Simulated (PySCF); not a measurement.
Gas-phase reaction: BI3 + 4 H ⇌ 3 HI + BH

Method: PySCF energies plus ideal-gas RRHO corrections (1 bar). † marks an energy on the PBE0/def2-TZVP geometry and frequencies; other levels use their own. MP2 freezes the core. Open shells (unrestricted): H (multiplicity 2); the rest are closed-shell singlets. I: scalar-relativistic def2 core potential, no spin-orbit coupling. MP2 isn't extrapolated to the basis-set limit; its ΔH°(298 K) is -245.5 kJ in def2-SVP and -264.4 kJ in def2-TZVPP. The harmonic model lacks anharmonicity and excited electronic states, which grow with temperature; levels with a mode under 35 cm⁻¹ are left out. Soft modes under 120 cm⁻¹ make the harmonic entropy rough for BI3.

ΔH° and ΔS° at 298 K: BLYP/def2-TZVP† -393 kJ, -17 J/K; HF/def2-TZVP† -260 kJ, -17 J/K; MP2/def2-SVP† -246 kJ, -17 J/K; PBE0/def2-QZVP† -312 kJ, -17 J/K; PBE0/def2-SVP† -286 kJ, -17 J/K; PBE0/def2-TZVP -305 kJ, -17 J/K.

With the heat capacities included, give log10 K (1 bar) at 600, 1000, 1200, 1400, 2500 K from BLYP/def2-TZVP†, HF/def2-TZVP†, MP2/def2-SVP†, PBE0/def2-QZVP†, PBE0/def2-SVP†, PBE0/def2-TZVP.


```csv
T (K),BLYP/def2-TZVP†,HF/def2-TZVP†,MP2/def2-SVP†,PBE0/def2-QZVP†,PBE0/def2-SVP†,PBE0/def2-TZVP
600,32.9,21.3,20.1,25.8,23.6,25.3
1000,18.6,11.6,10.9,14.3,13.0,14.0
1200,14.9,9.1,8.4,11.3,10.2,11.0
1400,12.2,7.2,6.7,9.2,8.2,8.9
2500,4.9,2.1,1.8,3.2,2.7,3.1
```
